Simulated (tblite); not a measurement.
Start geometry of `FC1=C[CH][CH+]C(F)=C1` [radical] from a force field or distance geometry (Å):
```
atom  x, y, z in Å
F1     0.369    2.683    0.070
C2     0.119    1.346    0.071
C3    -1.104    0.883    0.191
C4    -1.470   -0.544    0.198
C5    -0.260   -1.404    0.099
C6     1.089   -0.876   -0.028
F7     2.171   -1.691   -0.132
C8     1.267    0.440   -0.024
H9    -1.940    1.595    0.269
H10   -2.076   -0.737   -0.723
H11   -0.436   -2.491    0.096
H12    2.273    0.796   -0.114
```

Task: What comes out of this run: GFN2-xTB geometry optimisation, gas phase (tblite)?

Result: 
```
atom  x, y, z in Å
F1     0.3985    2.6413    0.1280
C2     0.2270    1.3494    0.0650
C3    -1.1180    0.8561    0.0279
C4    -1.3415   -0.5094   -0.0397
C5    -0.2658   -1.3817   -0.0703
C6     1.0679   -0.8578   -0.0323
F7     2.0560   -1.7093   -0.0629
C8     1.3243    0.5029    0.0347
H9    -1.9320    1.5699    0.0540
H10   -2.3512   -0.8932   -0.0690
H11   -0.3992   -2.4554   -0.1225
H12    2.3352    0.8865    0.0612
```

The energy falls by 43.6 kcal/mol over 40 L-BFGS steps, the largest force on an atom goes from 5.85 to 0.008 eV/Å, and the atoms move by 0.265 Å rms after alignment. The bond that changes most is C2=C3 (ends: carbon bonded to 2 C and F; carbon bonded to 2 C and H), which lengthens by 0.121 Å. Bonds longer at the end by more than 0.005 Å: 3 of 12; shorter: 9. Among the angles that change most is C5–C4–H10, from 106.6° to 120.1°. Among the dihedrals that turn most is C2–C3–C4–H10, from -114° to 180°. Rotational constants go from 3553, 1715, 1162 to 3709, 1782, 1204 MHz. The orientation of the end geometry is arbitrary; only internal coordinates are fixed.

Its GFN2-xTB frequencies are all real (lowest 176 cm⁻¹).

These are computed values.
